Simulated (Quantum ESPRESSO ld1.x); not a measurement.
Question: Mg VI, configuration [He] 2s2 2p3 (the NIST ground configuration). Calculated with ld1.x of Quantum ESPRESSO 7.5: scalar-relativistic Kohn-Sham, LDA (Slater exchange, Perdew-Wang correlation), spin-polarised, spherical densities, point nucleus; open shells are filled with parallel spins first. Some entries of the table are withheld. Estimate them.

orbital  occ.  eigenvalue (eV)  <1/r> (bohr^-1)  <r> (bohr)
1s up       1              (1)            11.59      0.1311
1s down     1              (2)            11.62      0.1306
2s up       1              (3)            2.347      0.6253
2s down     1              (4)            2.292      0.6378
2p up       3         -168.677            2.265      0.5694
2p down     0         -156.973            2.212      0.5867

Answer: 
(1) 1s up eigenvalue (eV): -1400.76
(2) 1s down eigenvalue (eV): -1395.04
(3) 2s up eigenvalue (eV): -197.951
(4) 2s down eigenvalue (eV): -187.546
